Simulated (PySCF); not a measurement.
**Hafnium: a sound run and one with changed settings**

Sound run: Hf [Xe] 4f14 5d2 6s2, Hf⁺ [Xe] 4f14 5d1 6s2. All numbers are calculated (PySCF 2.14, a scalar-relativistic core potential, in aug-cc-pVDZ-PP with ECP60MDF). The sound run starts from symmetry-adapted Hartree-Fock orbitals and uses a fine grid where one is needed.

Changed run: radial step 0.3 in ln r (0.13 in the sound run). This setting is unsound on purpose.

```json
{"species": "Hf", "method": "UHF", "sound run (hartree)": "-47.94326", "changed run (hartree)": "-47.94326", "converged": "yes"}
{"species": "Hf", "method": "BP86", "sound run (hartree)": "-48.52007", "changed run (hartree)": "-48.51941", "converged": "yes"}
{"species": "Hf", "method": "MN15", "sound run (hartree)": "-48.38907", "changed run (hartree)": "-48.42300", "converged": "yes"}
{"species": "Hf⁺", "method": "UHF", "sound run (hartree)": "n/a", "changed run (hartree)": "-47.71149", "converged": "no"}
{"species": "Hf⁺", "method": "BP86", "sound run (hartree)": "-48.26429", "changed run (hartree)": "-48.26363", "converged": "yes"}
{"species": "Hf⁺", "method": "MN15", "sound run (hartree)": "-48.14542", "changed run (hartree)": "-48.18108", "converged": "yes"}
```

Ionisation energy of Hf:

```tsv
method	sound run (eV)	changed run (eV)
MN15	6.630	6.583
```

A coarse radial grid mis-integrates the density and the exchange-correlation energy, with errors of either sign; Hartree-Fock needs no grid.

For comparison, NIST gives 6.825 eV between the lowest levels.
